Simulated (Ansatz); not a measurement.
Start from `[OH][Ge]([SiH3])([Cl])[Cl]` and change one atom or group to get `C[O][Ge]([OH])([Cl])[Cl]`.

Ansatz, PBE0-D4/def2-TZVP geometries, multiplicity 1. Each molecule was computed in one conformer, which needn't be the lowest.

Scalar relativity is left out up to krypton.

| property | `[OH][Ge]([SiH3])([Cl])[Cl]` |
| --- | --- |
| size of the dipole moment (B3LYP/def2-TZVPP) / D | 1.63 |
| LUMO energy (PBE/def2-TZVPP) / eV | -1.90 |
| LUMO energy (PBE0/def2-TZVPP) / eV | -0.97 |
| size of the dipole moment (ωB97M-V/def2-TZVPP) / D | 1.65 |
| HOMO energy (PBE0/def2-TZVPP) / eV | -8.70 |
| LUMO energy (ωB97M-V/def2-TZVPP) / eV | 0.91 |

Give the same properties after the change, and the shifts. (Best estimate.)

The calculation gave: 
```csv
property,`C[O][Ge]([OH])([Cl])[Cl]`,shift
size of the dipole moment (B3LYP/def2-TZVPP) / D,2.28,0.65
LUMO energy (PBE/def2-TZVPP) / eV,-2.08,-0.18
LUMO energy (PBE0/def2-TZVPP) / eV,-1.04,-0.07
size of the dipole moment (ωB97M-V/def2-TZVPP) / D,2.25,0.60
HOMO energy (PBE0/def2-TZVPP) / eV,-8.81,-0.11
LUMO energy (ωB97M-V/def2-TZVPP) / eV,0.99,0.08
```

Dipoles are sizes alone; their direction can turn.

Positive LUMOs are unbound, so they and the gaps depend on the basis.

B3LYP here is the variant with VWN-RPA as its local correlation; programs differ in this.
